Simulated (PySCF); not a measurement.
# Spin states and ions at one geometry of Pt(H2S)2

PySCF 2.14.0, RKS BP86, Pt def2-SVP with ECP60, S def2-SVP, H def2-SVP; non-relativistic Hamiltonian with scalar-relativistic core potentials where named; density fitting; no spin-orbit coupling; singlets restricted, open shells unrestricted. The geometry is relaxed for charge 0, singlet, vacuum:

```xyz
7

Pt   -0.1292    0.0000    0.0000
S    -0.2738    0.0170    2.2498
H     1.0231   -0.0181    2.7200
H    -0.3890    1.3440    2.6058
S    -0.2738   -0.0170   -2.2498
H     1.0231    0.0181   -2.7200
H    -0.3890   -1.3440   -2.6058
```

Energies count from the relaxed state; an electron taken off or put on is at rest in vacuum. Charges and spins are Mulliken's.

| state | energy (eV) | spin squared | charge on Pt1 (e) | spin on Pt1 (e) | dipole about the centre of mass (D) |
| --- | --- | --- | --- | --- | --- |
| charge 0, singlet, vacuum | 0.00 | 0.00 | -0.51 | 0.00 | 1.19 |
| charge +1, doublet, vacuum | 7.85 | 0.75 | 0.09 | 0.92 | 1.63 |

What does the state charge 0, triplet, vacuum give?

energy (eV) 4.04, spin squared 2.00, charge on Pt1 (e) -0.39, spin on Pt1 (e) 1.44, dipole about the centre of mass (D) 1.20.

With an electron taken off (doublet) the charges change, summed by element, by Pt +0.59 e, S +0.11 e, H +0.29 e. The vertical ionisation energy is 7.85 eV, against −ε(HOMO) = 4.36 eV of the relaxed state. The level lies 3.5 eV too high, as is usual for semilocal functionals and global hybrids, which keep a self-interaction error.

Open shells may have lower solutions than those found.
